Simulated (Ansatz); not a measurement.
Ideal-gas functions of `O[SiH2]B(F)Cl` at 298.15 K and 1 bar, from an Ansatz frequency run at PBE0-D4/def2-TZVP.

Molar mass 112.37 g/mol, point group C1 (symmetry number 1), electronic degeneracy 1, moments of inertia 122.231, 248.987, 364.265 u Å². Harmonic wavenumbers (cm⁻¹, unscaled): 39, 97, 163, 273, 307, 329, 473, 609, 730, 798, 860, 924, 945, 958, 1326, 2197, 2236, 3912.

Use S(trans) = R[1.5 ln M + 2.5 ln T − 1.1517]; rotational temperatures θ = 24.2544 K / I; S(rot) = R[ln(√π/σ · √(T³/θAθBθC)) + 1.5]; for each mode x = 1.438777 ν̃/T, S = R[x/(eˣ − 1) − ln(1 − e⁻ˣ)] and H = RT x/(eˣ − 1); 1 cm⁻¹ = 0.0119627 kJ/mol; R = 8.31446 J/(mol·K).

By hand: the entropy, in J/(mol·K).

Translation 167.7. Rotation: θ = 0.1984, 0.0974, 0.0666 K, giving 116.0. Vibration, mode by mode: 22.21, 14.70, 10.52, 6.60, 5.77, 5.29, 3.05, 1.82, 1.14, 0.87, 0.68, 0.53, 0.49, 0.46, 0.10, 0.00, 0.00, 0.00, in all 74.3. Electronic 0.0. Sum 358.0 J/(mol·K).

By hand: H − E and G − E in kJ/mol, counted from the electronic energy.

Zero-point energy ½ × 17176 × 0.0119627 = 102.7; thermal vibration 11.2; translation, rotation and pV give 4 RT = 9.9. H − E = 123.8 kJ/mol, and G − E = 123.8 − 298.15 × 358.0/1000 = 17.1 kJ/mol.

Vibration gives 21 % of the entropy, 36.9 J/(mol·K) of it from the modes under 150 cm⁻¹: soft modes count most, and the harmonic formula is weakest for them. The sum counts one conformer and one mirror image; others add a mixing term.
